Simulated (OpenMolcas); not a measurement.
Levels of neutral arsenic by method

- Program: OpenMolcas
- Basis: ANO-RCC-VQZP [7s6p4d2f1g]
- Scalar Hamiltonian: DKH2, point nucleus
- Active space: 5 electrons in 8 orbitals (4s 4p 5s 5p)
- State averaging: 2S+1 = 4 odd, 1 root; 2S+1 = 2 odd, 8 roots; 2S+1 = 4 even, 3 roots; 2S+1 = 2 even, 9 roots
- Spin-orbit coupling: RASSI with atomic mean-field integrals over the reference wave functions, term energies averaged over their components

Methods on the same reference wave functions:
A. CASSCF
B. SS-CASPT2, IPEA 0.25 Eh, imaginary shift 0.1 Eh (closed shells correlated: 3d)

Energies in cm-1 above 4s2 4p3 4S* 3/2, the measured ground level; measured values from NIST Handbook of Basic Atomic Spectroscopic Data.

```json
{"Level": "4s2 4p3 4S* 3/2", "A": "0.0", "B": "0.0", "Measured": "0.0"}
{"Level": "4s2 4p3 2D* 3/2", "A": "13783", "B": "11250", "Measured": "10593"}
{"Level": "4s2 4p3 2D* 5/2", "A": "14133", "B": "11520", "Measured": "10915"}
{"Level": "4s2 4p3 2P* 1/2", "A": "19326", "B": "18690", "Measured": "18186"}
{"Level": "4s2 4p3 2P* 3/2", "A": "19705", "B": "18990", "Measured": "18648"}
```

Deviations, from unrounded energies. A percentage is the sum of absolute deviations over the sum of measured energies, with the sign that they share, or ± where signs differ.

```csv
Against measurement,Levels,A,B
mean absolute deviation (cm-1),4,2200,530
other terms of the ground configuration (%),4,+14.8,+3.6
```

B lies closest to measurement on these levels. The largest miss of B in the table is 4s2 4p3 2D* 3/2, by +660 cm-1. The ranking rests on the paired levels alone, and a cruder setting can come out closer through cancelling errors.

From A to B the spin-free energies of the other terms of 4s2 4p3 shown, above 4S*, scale by factors of 0.81 to 0.97.

The lowest spin-free term lies below A's lowest term by 0.162 hartree in B.

CASPT2 does not keep the components of a term degenerate, so their means are used; among the terms shown or strongly mixed into the levels shown the widest spread is 89 cm-1 (4s2 4p3 2D*, B). The run also gave levels led by 4s2 4p2 5s, which use shells meant for correlation; these and all levels above them are left out. Without dynamic correlation excited terms often stand tens of per cent too high (terms of higher spin than the ground term too low), and those without a measured partner can miss by more than the paired ones (holds for A). Some levels mix across a computed gap that differs much from the measured one, so their mixing is not that of the real levels (holds for A). Computed and measured levels are paired by configuration, term and J; levels that our copy of the source lacks, or whose pairing is in doubt (as where it misses far off the trend of its configuration), stay unpaired and out of the deviations. Only configurations of the active space appear. Levels that lie high or do not pair safely by name in every column are left out.

* marks odd parity.
